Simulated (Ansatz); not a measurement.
Compare A (`CBOCC`) with its isomer B (`CBCOC`).

Program: Ansatz. Geometries: PBE0-D4/def2-TZVP. ΔE: electronic, gas phase. CCSD(T)/CBS adds triple-zeta CCSD(T) − MP2 to the extrapolated MP2 energy (def2 sets, frozen cores). DFT in def2-TZVPP. B3LYP here is the variant with VWN-RPA as its local correlation; programs differ in this. One conformer a species, not always the lowest.

A:

```xyz
14

C     0.1625   -1.4052   -2.1095
B    -0.0337   -0.1557   -1.1950
O    -0.4462   -0.3179    0.0774
C    -0.6257    0.7770    0.9608
C     0.3811    0.7159    2.0835
H     1.1914   -1.4417   -2.4846
H    -0.4690   -1.3234   -3.0013
H    -0.0611   -2.3484   -1.6078
H     0.1732    0.9661   -1.5935
H    -0.5370    1.7174    0.4056
H    -1.6437    0.7098    1.3556
H     0.2044    1.5266    2.7944
H     0.3054   -0.2336    2.6170
H     1.3984    0.8131    1.6976
```

B:

```xyz
14

C     0.933    2.007   -0.267
B     1.341    0.515   -0.372
C     0.366   -0.667   -0.095
O    -0.923   -0.275    0.301
C    -1.768   -1.362    0.548
H     0.659    2.306   -1.291
H     1.750    2.672    0.024
H     0.053    2.183    0.353
H     2.448    0.202   -0.724
H     0.325   -1.305   -0.999
H     0.833   -1.321    0.669
H    -2.740   -0.968    0.849
H    -1.378   -2.002    1.354
H    -1.899   -1.985   -0.349
```

Task: Which is lower in electronic energy at CCSD(T)/CBS, and by how much? (An estimate is asked.)

Result: Computed: A, by 198.4 kJ/mol.

Task: Give E(B) − E(A) in kJ/mol with MP2/def2-TZVPP, B2PLYP, ωB97M-V, B3LYP-D4, CCSD/def2-TZVPP, PBE0-D4, PBE-D4. (Best estimate.)

Result: Computed: MP2/def2-TZVPP 202.5, B2PLYP 197.9, ωB97M-V 193.9, B3LYP-D4 193.1, CCSD/def2-TZVPP 197.7, PBE0-D4 191.1, PBE-D4 188.9. None reverses the order clearly.

Largest T1 diagnostic: 0.012.
